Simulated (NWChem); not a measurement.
System: CH₅BClNO; SMILES COB(N)Cl

Input file for NWChem:

```
start job
memory heap 200 mb stack 900 mb global 1100 mb
geometry units angstroms noautosym nocenter noautoz
  B      0.185664    -0.093866     0.000000
  Cl    -0.385761    -1.780646     0.000000
  O     -0.769220     0.869344     0.000000
  C     -0.435672     2.228033     0.000000
  H      0.146251     2.509202    -0.896651
  H     -1.364500     2.815874     0.000000
  H      0.146251     2.509202     0.896651
  N      1.566416     0.153030     0.000000
  H      2.240133    -0.598978     0.000000
  H      1.972181     1.078156     0.000000
end
basis spherical
  * library def2-svp
end
dft
  xc b3lyp
  iterations 150
  mulliken
end
task dft energy
esp
  recalculate
  probe 0.07
  range 0.3
  factor 1.0
  spacing 0.02
end
task esp
```

Excerpt of the output:

```
             Northwest Computational Chemistry Package (NWChem) 7.3.0
             --------------------------------------------------------

                             Geometry "geometry" -> ""
                             -------------------------

 Output coordinates in angstroms (scale by  1.889725989 to convert to a.u.)

  No.       Tag          Charge          X              Y              Z
 ---- ---------------- ---------- -------------- -------------- --------------
    1 B                    5.0000     0.18566400    -0.09386600     0.00000000
    2 Cl                  17.0000    -0.38576100    -1.78064600     0.00000000
    3 O                    8.0000    -0.76922000     0.86934400     0.00000000
    4 C                    6.0000    -0.43567200     2.22803300     0.00000000
    5 H                    1.0000     0.14625100     2.50920200    -0.89665100
    6 H                    1.0000    -1.36450000     2.81587400     0.00000000
    7 H                    1.0000     0.14625100     2.50920200     0.89665100
    8 N                    7.0000     1.56641600     0.15303000     0.00000000
    9 H                    1.0000     2.24013300    -0.59897800     0.00000000
   10 H                    1.0000     1.97218100     1.07815600     0.00000000

 Effective nuclear repulsion energy (a.u.)     211.2505152471

                                 NWChem DFT Module
                                 -----------------

 Summary of "ao basis" -> "ao basis" (spherical)
 ------------------------------------------------------------------------------
       Tag                 Description            Shells   Functions and Types
 ---------------- ------------------------------  ------  ---------------------
 B                          def2-svp                 6       14   3s2p1d
 Cl                         def2-svp                 8       18   4s3p1d
 O                          def2-svp                 6       14   3s2p1d
 C                          def2-svp                 6       14   3s2p1d
 H                          def2-svp                 3        5   2s1p
 N                          def2-svp                 6       14   3s2p1d

            General Information
            -------------------
          SCF calculation type: DFT
          Wavefunction type:  closed shell.
          No. of atoms     :    10
          No. of electrons :    48
           Alpha electrons :    24
            Beta electrons :    24
          Charge           :     0
          Spin multiplicity:     1
          Use of symmetry is: off; symmetry adaption is: off
          Maximum number of iterations: 150
          AO basis - number of functions:    99
                     number of shells:    47
          Convergence on energy requested:  1.00D-06
          Convergence on density requested:  1.00D-05
          Convergence on gradient requested:  5.00D-04

              XC Information
              --------------
                         B3LYP Method XC Potential
                     Hartree-Fock (Exact) Exchange  0.200
                        Slater Exchange Functional  0.800 local
                    Becke 1988 Exchange Functional  0.720 non-local
              Lee-Yang-Parr Correlation Functional  0.810
                  VWN I RPA Correlation Functional  0.190 local

             Grid Information
             ----------------
          Grid used for XC integration:  medium
          Radial quadrature: Mura-Knowles
          Angular quadrature: Lebedev.
          Tag              B.-S. Rad. Rad. Pts. Rad. Cut. Ang. Pts.
          ---              ---------- --------- --------- ---------
          B                   0.85       49          10.0       434
          Cl                  1.00       88          12.0       590
          O                   0.60       49          10.0       434
          C                   0.70       49          11.0       434
          H                   0.35       45          12.0       434
          N                   0.65       49          11.0       434
          Grid pruning is: on
          Number of quadrature shells:   509
          Spatial weights used:  Erf1

      Superposition of Atomic Density Guess
      -------------------------------------

 Sum of atomic energies:        -652.88405490

      Non-variational initial energy
      ------------------------------

 Total energy =    -655.308660
 1-e energy   =   -1316.435636
 2-e energy   =     449.876461
 HOMO         =      -0.369264
 LUMO         =       0.085694

     ---------------------------------------------
      Total Density - Mulliken Population Analysis
     ---------------------------------------------

    Atom       Charge   Shell Charges
 -----------   ------   -------------------------------------------------------
    1 B    5     4.46   1.99  0.78  0.09  1.17  0.25  0.17
    2 Cl  17    17.31   2.00  1.99  1.22  0.70  5.94  2.16  3.28  0.01
    3 O    8     8.56   1.99  1.10  0.61  3.05  1.80  0.01
    4 C    6     5.88   1.99  0.92  0.22  1.84  0.86  0.05
    5 H    1     0.93   0.69  0.22  0.02
    6 H    1     0.92   0.69  0.21  0.02
    7 H    1     0.93   0.69  0.22  0.02
    8 N    7     7.51   1.99  1.01  0.37  2.61  1.52  0.01
    9 H    1     0.75   0.59  0.12  0.05
   10 H    1     0.76   0.59  0.12  0.05

   convergence    iter        energy       DeltaE   RMS-Dens  Diis-err
 ---------------- ----- ----------------- --------- --------- ---------
 d= 0,ls=0.0,diis     1   -655.9219241438 -8.67D+02  1.03D-02  6.80D-01
 d= 0,ls=0.0,diis     2   -655.9369220607 -1.50D-02  5.09D-03  6.54D-01
 d= 0,ls=0.0,diis     3   -655.9973203727 -6.04D-02  1.33D-03  5.30D-02
 d= 0,ls=0.0,diis     4   -656.0014290940 -4.11D-03  5.59D-04  6.20D-03
 d= 0,ls=0.0,diis     5   -656.0020961323 -6.67D-04  1.07D-04  2.69D-04
  Resetting Diis
 d= 0,ls=0.0,diis     6   -656.0021234851 -2.74D-05  3.72D-05  2.75D-05
 d= 0,ls=0.0,diis     7   -656.0021267767 -3.29D-06  1.10D-05  6.52D-07
 d= 0,ls=0.0,diis     8   -656.0021267373  3.94D-08  6.37D-06  9.82D-07

         Total DFT energy =     -656.002126737287
      One electron energy =    -1321.112131597190
           Coulomb energy =      509.080195864257
    Exchange-Corr. energy =      -55.220706251487
 Nuclear repulsion energy =      211.250515247134

 Numeric. integr. density =       48.000012505047

                       DFT Final Molecular Orbital Analysis
                       ------------------------------------

 Vector   22  Occ=2.000000D+00  E=-2.956352D-01
              MO Center= -3.4D-01, -1.7D+00,  2.0D-09, r^2= 1.4D+00
   Bfn.  Coefficient  Atom+Function         Bfn.  Coefficient  Atom+Function
  ----- ------------  ---------------      ----- ------------  ---------------
    25      0.591854   2 Cl px               22      0.449668   2 Cl px
    19      0.260512   2 Cl px               26     -0.202712   2 Cl py
    23     -0.153568   2 Cl py               78     -0.101780   8 N  s
    20     -0.088902   2 Cl py               35      0.082932   3 O  s
     7      0.076028   1 B  px               37     -0.072925   3 O  py

 Vector   23  Occ=2.000000D+00  E=-2.927790D-01
              MO Center= -4.5D-01, -3.1D-01, -1.0D-09, r^2= 3.6D+00
   Bfn.  Coefficient  Atom+Function         Bfn.  Coefficient  Atom+Function
  ----- ------------  ---------------      ----- ------------  ---------------
    27      0.475174   2 Cl pz               38     -0.403896   3 O  pz
    24      0.348732   2 Cl pz               41     -0.300656   3 O  pz
    21      0.202999   2 Cl pz               61     -0.148858   5 H  s
    71      0.148858   7 H  s                52      0.133623   4 C  pz
    62     -0.106212   5 H  s                72      0.106212   7 H  s

[...]

                     NWChem Electrostatic Potential Fit Module
                     -----------------------------------------

 Atom parameters

 Number of atoms is                                   10
 Number of basis functions is                         99

 Grid parameters

 Maximum number of grid points is                  38760
 Number of grid points is                          38759
 Grid range                                     0.300000 nm
 Grid spacing                                   0.020000 nm
 Probe radius                                   0.070000 nm
 Atom radius factor                             1.000000

 Atomic radii

    1    0.100000
    5    0.158000
    6    0.147000
    7    0.140000
    8    0.136000
   17    0.169000
 FASTESP  F
  using M.O. file = ./job.movecs

    Atom              Coordinates                           Charge

                                                  ESP

    1 B     0.018566   -0.009387    0.000000    0.572297
    2 Cl   -0.038576   -0.178065    0.000000   -0.251659
    3 O    -0.076922    0.086934    0.000000   -0.478763
    4 C    -0.043567    0.222803    0.000000    0.409736
    5 H     0.014625    0.250920   -0.089665   -0.049931
    6 H    -0.136450    0.281587    0.000000   -0.028350
    7 H     0.014625    0.250920    0.089665   -0.049849
    8 N     0.156642    0.015303    0.000000   -0.751722
    9 H     0.224013   -0.059898    0.000000    0.308944
   10 H     0.197218    0.107816    0.000000    0.319297
                                            ------------
                                                0.000000

 Dipole moment                                  1.559844

 Quadrupole moment Qxx                          0.412819
                   Qyy                         -0.030187
                   Qzz                         -0.382632

 RMS deviation kJ/mol                           0.065798

 RRMS %                                        24.236925
```

Level: B3LYP/def2-SVP. Geometry: optimised at PBE0/def2-SVP.
